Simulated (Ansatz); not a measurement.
Molecule: CF₂, charge 1, multiplicity 2. 
Structure (B3LYP-D3(BJ)/def2-TZVP (Ansatz, a quantum-chemistry and plane-wave program) minimum search):
```xyz
3

F     -1.0698    -0.2022     0.0322
C     -0.0240     0.4240    -0.0026
F      1.0859    -0.0804    -0.0305
```
Charge +1, spin multiplicity 2.

Basis-set convergence of Hartree-Fock and CCSD(T) correlation energies (hartree) with Ansatz. Valence correlation only, unless marked. Open shells are spin-unrestricted. No spin-orbit coupling. No relativistic terms.

```csv
basis,functions,E(HF),"E(corr, CCSD(T))"
aug-cc-pVDZ,69,-236.30912,-0.51296
aug-cc-pVTZ,138,?,?
```

Problem. Some entries are withheld; supply them.

Solution. 
- aug-cc-pVTZ, E(HF): -236.38290
- aug-cc-pVTZ, E(corr, CCSD(T)): -0.63814
